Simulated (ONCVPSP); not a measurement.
## PBE ONCV dataset for Er, scalar-relativistic all-electron reference.

Input for ONCVPSP 4.0.1:

```
# ATOM AND REFERENCE CONFIGURATION
# atsym  z   nc   nv     iexc    psfile
  Er 68.00    9    4        4      upf
#
#   n    l    f
    1    0    2.00
    2    0    2.00
    2    1    6.00
    3    0    2.00
    3    1    6.00
    3    2   10.00
    4    0    2.00
    4    1    6.00
    4    2   10.00
    4    3   12.00
    5    0    2.00
    5    1    6.00
    6    0    1.00
#
# PSEUDOPOTENTIAL AND OPTIMIZATION
# lmax
    3
#
#   l,   rc,      ep,       ncon, nbas, qcut
    0    1.95    0.00    5   10    7.70
    1    1.85    0.00    4    9    9.10
    2    1.90    0.11    4    8    5.00
    3    1.35    0.00    5   10   13.10
#
# LOCAL POTENTIAL
# lloc, lpopt,  rc(5),   dvloc0
    4    3    1.20    3.00
#
# VANDERBILT-KLEINMAN-BYLANDER PROJECTORs
# l, nproj, debl
    0    2    1.70
    1    2    0.90
    2    1    1.10
    3    2    3.50
#
# MODEL CORE CHARGE
# icmod, fcfact, rcfact
    0    0.00    0.00
#
# LOG DERIVATIVE ANALYSIS
# epsh1, epsh2, depsh
   -4.00    5.00    0.02
#
# OUTPUT GRID
# rlmax, drl
    6.00    0.01
#
# TEST CONFIGURATIONS
# ncnf
    4
# nvcnf
#   n    l    f
    4
    4    3   12.00
    5    0    2.00
    5    1    6.00
    6    0    2.00
#
    4
    4    3   12.00
    5    0    2.00
    5    1    6.00
    6    0    0.00
#
    4
    4    3   11.00
    5    0    2.00
    5    1    6.00
    6    0    0.00
#
    4
    4    3   10.00
    5    0    2.00
    5    1    6.00
    6    0    0.00
#
```

Command:

```bash
oncvpsp.x < Er.dat > Er.out
```

The program printed (shortened: citation, most of the input echo, consistency checks and plot data are left out):

```
ONCVPSP  (Optimized Norm-Conservinng Vanderbilt PSeudopotential)
scalar-relativistic version 4.0.1

#   n    l    f        energy (Ha)
    1    0    2.00    -2.1088127E+03
    2    0    2.00    -3.5446951E+02
    2    1    6.00    -3.1351274E+02
    3    0    2.00    -7.9608999E+01
    3    1    6.00    -6.7152628E+01
    3    2   10.00    -5.1572995E+01
    4    0    2.00    -1.5896353E+01
    4    1    6.00    -1.1800911E+01
    4    2   10.00    -6.3178878E+00
    4    3   12.00    -3.5717250E-01
    5    0    2.00    -2.1504154E+00
    5    1    6.00    -1.2135949E+00
    6    0    1.00    -3.3288333E-01

Reference configufation results
  iterations    36
  all-electron total energy (Ha)   -1.30861342D+04

Begin loop to  construct optimized pseudo wave functions
and semi-local pseudopoentials for all angular momenta

Calculating optimized projector #   1

 for l=   0

    Fraction of norm inside rc  0.936177
    Optimizing pswf for qcut=   7.69 a_B^-1,  ecut=  29.60 Ha
    Residual kinetic energy error=  3.22D-07 Ha

    Energy error per electron        Cutoff
         Ha          eV             Ha
         0.01000     0.27211       15.20
         0.00100     0.02721       19.52
         0.00010     0.00272       23.05
         0.00001     0.00027       25.73

Calculating optimized projector #   2

 for l=   0

    Fraction of norm inside rc  0.058045
    Optimizing pswf for qcut=   7.69 a_B^-1,  ecut=  29.60 Ha
    Residual kinetic energy error=  1.10D-07 Ha

    Energy error per electron        Cutoff
         Ha          eV             Ha
         0.01000     0.27211       11.42
         0.00100     0.02721       16.91
         0.00010     0.00272       21.33
         0.00001     0.00027       24.59

WARNING wellstate: negative energy specified for n= 6 l=  1
WARNING scattering state with energy  0.25000000
WARNING will be used for the first projector

   Wellstate for l =  1  n =  6
     eigenvalue =   0.2500
     asymptotic potential =   0.7500
     half-point radius =  3.1381

Calculating optimized projector #   1

 for l=   1

    Fraction of norm inside rc  0.778368
    Optimizing pswf for qcut=   9.09 a_B^-1,  ecut=  41.33 Ha
    Residual kinetic energy error=  4.48D-09 Ha

    Energy error per electron        Cutoff
         Ha          eV             Ha
         0.01000     0.27211       15.50
         0.00100     0.02721       22.18
         0.00010     0.00272       27.14
         0.00001     0.00027       31.27

Calculating optimized projector #   2

 for l=   1

    Fraction of norm inside rc  0.113093
    Optimizing pswf for qcut=   9.09 a_B^-1,  ecut=  41.33 Ha
    Residual kinetic energy error=  4.27D-09 Ha

    Energy error per electron        Cutoff
         Ha          eV             Ha
         0.01000     0.27211       13.05
         0.00100     0.02721       21.25
         0.00010     0.00272       26.63
         0.00001     0.00027       31.23

WARNING wellstate: moderately localized bound state found for n= 5 l=  2
WARNING scattering state with energy  0.05000000
WARNING will be used for the first projector

   Wellstate for l =  2  n =  6
     eigenvalue =   0.0500
     asymptotic potential =   0.5500
     half-point radius =  8.9847

Calculating optimized projector #   1

 for l=   2

    Fraction of norm inside rc  0.110688
    Optimizing pswf for qcut=   5.00 a_B^-1,  ecut=  12.52 Ha
    Residual kinetic energy error=  1.97D-05 Ha

    Energy error per electron        Cutoff
         Ha          eV             Ha
         0.01000     0.27211        5.89
         0.00100     0.02721        8.69
         0.00010     0.00272       11.03
         0.00001     0.00027       13.98

   Wellstate for l =  3  n =  6
     eigenvalue =   3.1428
     asymptotic potential =   3.6428
     half-point radius =  2.7582

Calculating optimized projector #   1

 for l=   3

    Fraction of norm inside rc  0.878141
    Optimizing pswf for qcut=  13.09 a_B^-1,  ecut=  85.65 Ha
    Residual kinetic energy error=  7.63D-05 Ha

    Energy error per electron        Cutoff
         Ha          eV             Ha
         0.01000     0.27211       68.00
         0.00100     0.02721       76.39
         0.00010     0.00272       84.12
         0.00001     0.00027      291.34

Calculating optimized projector #   2

 for l=   3

    Fraction of norm inside rc  0.104062
    Optimizing pswf for qcut=  13.09 a_B^-1,  ecut=  85.65 Ha
    Residual kinetic energy error=  1.79D-04 Ha

    Energy error per electron        Cutoff
         Ha          eV             Ha
         0.01000     0.27211       67.92
         0.00100     0.02721       78.45
         0.00010     0.00272      100.64
         0.00001     0.00027      260.79

Construct Vanderbilt / Kleinmman-Bylander projectors

B matrix Hermiticity error, ll=   0
   1   2    1.7686E-04

  Orthonormal projector coefficients  9.4884E+00  9.5557E-01

B matrix Hermiticity error, ll=   1
   1   2    1.7798E-04

  Orthonormal projector coefficients  6.7724E+00  9.8390E-01

B matrix Hermiticity error, ll=   3
   1   2   -6.8026E-04

  Orthonormal projector coefficients -2.3818E+01 -7.9104E+00

Pseudoatom total energy -182.309122

Diagnostic tests using Vanderbilt-Kleinman-Bylander pseudopotentials
  1 or more projectors used as specified by nproj input data

   l    rcore       rmatch      e in        delta e   norm test  slope test

   0   1.9545412   2.0138853  -2.1504154   0.0000018   1.0001499   1.0001453
   0   1.9545412   2.0138853  -0.3328833   0.0000025   1.0000331   1.0000270

   1   1.8520939   1.9083275  -1.2135949  -0.0000030   1.0001059   1.0001178
   1   1.8520939   1.9083275   0.2500000   0.0000078   1.0002859   1.0002859

   2   1.9083275   1.9662685   0.0500000   0.0000038   1.0000019   1.0000019

   3   1.3569630   1.3981634  -0.3571725   0.0000007   1.0003213   1.0003148
   3   1.3569630   1.3981634   3.1428275   0.0001609   1.0002700   1.0002700

 Testing for bound ghosts
   n   l    E NL Schr. Eq   E Basis Diag.   E Cutoff

   1   0       -2.150414       -2.150413    117.61
   2   0       -0.332881       -0.294802    117.61

   2   1       -1.213598       -1.213544    115.32

   3   2       -0.245224       -0.227561     70.82

   4   3       -0.357172       -0.355568    331.95

 Testing for highly-localized positive-energy ghosts
       l    <radius>/rc     E Basis Diag.   E Cutoff

       0        0.690892        7.902953    117.61  WARNING - GHOST(+)

Test configuration 0

   n   l     f        eae           eps        diff
   1   0  2.0000-2108.81267531
   2   0  2.0000 -354.46951302
   2   1  6.0000 -313.51273759
   3   0  2.0000  -79.60899947
   3   1  6.0000  -67.15262835
   3   2 10.0000  -51.57299506
   4   0  2.0000  -15.89635261
   4   1  6.0000  -11.80091098
   4   2 10.0000   -6.31788778
   4   3 12.0000   -0.35717250   -0.35717180    6.94D-07
   5   0  2.0000   -2.15041542   -2.15041364    1.78D-06
   5   1  6.0000   -1.21359491   -1.21359796   -3.05D-06
   6   0  1.0000   -0.33288333   -0.33288080    2.52D-06

    Total energies and differences
      AE_ref= -1.30861342D+04  AE_tst= -1.30861342D+04  dif=  0.00D+00
      PS_ref= -1.82309122D+02  PS_tst= -1.82309122D+02  dif=  1.03D-11
      PSP excitation error= -1.03D-11

Test configuration 1

   n   l     f        eae           eps        diff
   1   0  2.0000-2108.56997619
   2   0  2.0000 -354.22780503
   2   1  6.0000 -313.27089243
   3   0  2.0000  -79.36861949
   3   1  6.0000  -66.91222212
   3   2 10.0000  -51.33246577
   4   0  2.0000  -15.65544984
   4   1  6.0000  -11.55980146
   4   2 10.0000   -6.07649350
   4   3 12.0000   -0.11525825   -0.11509186    1.66D-04
   5   0  2.0000   -1.90586348   -1.90616293   -2.99D-04
   5   1  6.0000   -0.96958197   -0.96977915   -1.97D-04
   6   0  2.0000   -0.14079523   -0.14083079   -3.56D-05

    Total energies and differences
      AE_ref= -1.30861342D+04  AE_tst= -1.30863697D+04  dif= -2.35D-01
      PS_ref= -1.82309122D+02  PS_tst= -1.82543790D+02  dif= -2.35D-01
      PSP excitation error= -8.19D-04

Test configuration 2

   n   l     f        eae           eps        diff
   1   0  2.0000-2109.09845160
   2   0  2.0000 -354.75338343
   2   1  6.0000 -313.79680787
   3   0  2.0000  -79.89071923
   3   1  6.0000  -67.43438579
   3   2 10.0000  -51.85494456
   4   0  2.0000  -16.17887930
   4   1  6.0000  -12.08374539
   4   2 10.0000   -6.60113079
   4   3 12.0000   -0.64079225   -0.64120366   -4.11D-04
   5   0  2.0000   -2.43733298   -2.43697333    3.60D-04
   5   1  6.0000   -1.49837170   -1.49814762    2.24D-04

    Total energies and differences
      AE_ref= -1.30861342D+04  AE_tst= -1.30856947D+04  dif=  4.40D-01
      PS_ref= -1.82309122D+02  PS_tst= -1.81869668D+02  dif=  4.39D-01
      PSP excitation error=  5.35D-05

Test configuration 3

   n   l     f        eae           eps        diff
   1   0  2.0000-2109.77586516
   2   0  2.0000 -355.45009056
   2   1  6.0000 -314.49094874
   3   0  2.0000  -80.61211830
   3   1  6.0000  -68.15531605
   3   2 10.0000  -52.57366012
   4   0  2.0000  -16.88968925
   4   1  6.0000  -12.78961325
   4   2 10.0000   -7.29914630
   4   3 11.0000   -1.30239413   -1.29574754    6.65D-03
   5   0  2.0000   -3.01304861   -3.01675345   -3.70D-03
   5   1  6.0000   -2.03497551   -2.03617731   -1.20D-03

    Total energies and differences
      AE_ref= -1.30861342D+04  AE_tst= -1.30847313D+04  dif=  1.40D+00
      PS_ref= -1.82309122D+02  PS_tst= -1.80910138D+02  dif=  1.40D+00
      PSP excitation error=  3.91D-03

Test configuration 4

   n   l     f        eae           eps        diff
   1   0  2.0000-2110.56387576
   2   0  2.0000 -356.26281145
   2   1  6.0000 -315.30031086
   3   0  2.0000  -81.45668455
   3   1  6.0000  -68.99922776
   3   2 10.0000  -53.41484608
   4   0  2.0000  -17.71202783
   4   1  6.0000  -13.60451205
   4   2 10.0000   -8.10272668
   4   3 10.0000   -2.06530915   -2.04220926    2.31D-02
   5   0  2.0000   -3.65012301   -3.65773273   -7.61D-03
   5   1  6.0000   -2.62728238   -2.62894986   -1.67D-03

    Total energies and differences
      AE_ref= -1.30861342D+04  AE_tst= -1.30830534D+04  dif=  3.08D+00
      PS_ref= -1.82309122D+02  PS_tst= -1.79247787D+02  dif=  3.06D+00
      PSP excitation error=  1.95D-02
```

The run took about 5.5 s on one core of a shared server CPU.
